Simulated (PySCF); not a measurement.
Job file and geometry (Å, from GFN2-xTB) of an NMR shielding run on SMILES C([C@H](B)C)BOC, C₄H₁₂B₂O, GIAO PBE0/pcSseg-1 NMR shielding, non-relativistic, gas phase (PySCF 2.14.0, density-fitted response routines); density fitting, a coarse starting grid and PySCF grid level 2 are the driver's defaults:

```
$ OMP_NUM_THREADS=1 python probes_run.py task.json out

{"job": {"kind": "nmr", "xc": "PBE0", "basis": "pcSseg-1"}, "charge": 0, "multiplicity": 1}
B     -2.444134     1.468772     0.458754
C     -1.484970     0.460513    -0.267365
C     -1.668497    -1.020968     0.063317
C     -0.098434     0.945914     0.250422
B      1.114040     0.187638    -0.450412
O      2.029146    -0.359982     0.338570
C      3.167632    -1.052352    -0.105564
H     -2.875498     1.215660     1.515819
H     -2.667074     2.512269    -0.021601
H     -1.473252     0.566144    -1.356281
H     -0.875186    -1.617904    -0.385223
H     -1.646007    -1.177845     1.139187
H     -2.625571    -1.376971    -0.313726
H     -0.060162     0.824957     1.333907
H     -0.007767     2.016904     0.048178
H      1.197303     0.127780    -1.630861
H      3.111402    -2.084212     0.249720
H      3.243418    -1.048808    -1.196780
H      4.053805    -0.578257     0.322477
```

Task: What does the program print?

Result: 
```
coarse grid: 15048 points
cycle   1  E = -284.0598766734  dE =  5.237e-01  |g| = 6.138e-01  |ddm| = 3.536e+00
cycle   2  E = -283.9800368089  dE =  7.984e-02  |g| = 9.042e-01  |ddm| = 1.295e+00
cycle   3  E = -284.1388768062  dE = -1.588e-01  |g| = 1.056e-01  |ddm| = 8.411e-01
cycle   4  E = -284.1408218641  dE = -1.945e-03  |g| = 4.084e-02  |ddm| = 1.035e-01
cycle   5  E = -284.1412069941  dE = -3.851e-04  |g| = 8.449e-03  |ddm| = 3.955e-02
cycle   6  E = -284.1412245259  dE = -1.753e-05  |g| = 1.896e-03  |ddm| = 8.650e-03
cycle   7  E = -284.1412253254  dE = -7.995e-07  |g| = 4.968e-04  |ddm| = 1.635e-03
final grid: 142920 points
cycle   8  E = -284.1905555410  dE = -4.513e-05  |g| = 1.142e-02  |ddm| = 2.841e-02
cycle   9  E = -284.1905307496  dE =  2.479e-05  |g| = 1.630e-02  |ddm| = 1.894e-02
cycle  10  E = -284.1905837015  dE = -5.295e-05  |g| = 1.799e-03  |ddm| = 1.141e-02
cycle  11  E = -284.1905843877  dE = -6.862e-07  |g| = 2.615e-04  |ddm| = 1.637e-03
cycle  12  E = -284.1905844014  dE = -1.372e-08  |g| = 7.956e-05  |ddm| = 2.616e-04
cycle  13  E = -284.1905844029  dE = -1.500e-09  |g| = 2.537e-05  |ddm| = 8.011e-05
cycle  14  E = -284.1905844031  dE = -1.471e-10  |g| = 5.018e-06  |ddm| = 2.267e-05
converged SCF energy = -284.1905844031

GIAO shielding tensors (ppm)
atom      isotropic    diamagn.    paramagn.     s11        s22        s33       span
  0 B       19.466     193.616    -174.150    -47.572    -17.403    123.375    170.947
  1 C      155.365     249.308     -93.943    135.416    153.242    177.437     42.021
  2 C      163.745     248.934     -85.189    148.720    160.232    182.282     33.562
  3 C      173.543     256.067     -82.523    159.489    169.661    191.480     31.991
  4 B       50.204     195.157    -144.952     13.960     50.505     86.147     72.187
  5 O      141.733     397.203    -255.470    -61.372    141.283    345.289    406.661
  6 C      123.988     240.994    -117.006     89.339     99.728    182.896     93.557
  7 H       24.700      30.407      -5.706     17.196     27.663     29.242     12.046
  8 H       24.393      30.291      -5.899     17.902     26.600     28.675     10.773
  9 H       29.393      32.877      -3.484     25.016     28.362     34.801      9.785
 10 H       30.934      32.438      -1.504     26.503     30.310     35.991      9.489
 11 H       30.715      32.055      -1.340     27.476     28.552     36.117      8.642
 12 H       30.354      29.899       0.455     26.112     27.508     37.441     11.329
 13 H       31.707      35.264      -3.557     27.751     30.774     36.597      8.847
 14 H       31.594      33.435      -1.842     26.460     29.607     38.714     12.254
 15 H       26.241      32.583      -6.342     24.158     25.784     28.781      4.623
 16 H       27.313      27.597      -0.284     23.681     25.409     32.849      9.168
 17 H       27.600      27.564       0.036     25.047     25.934     31.819      6.773
 18 H       27.370      26.330       1.040     23.718     25.321     33.070      9.352
```

Size and cost of the density-fitted run: 179 basis functions, 49 s wall time on 1 thread of an Arm Neoverse N1, shared host; peak memory 0.87 GiB.
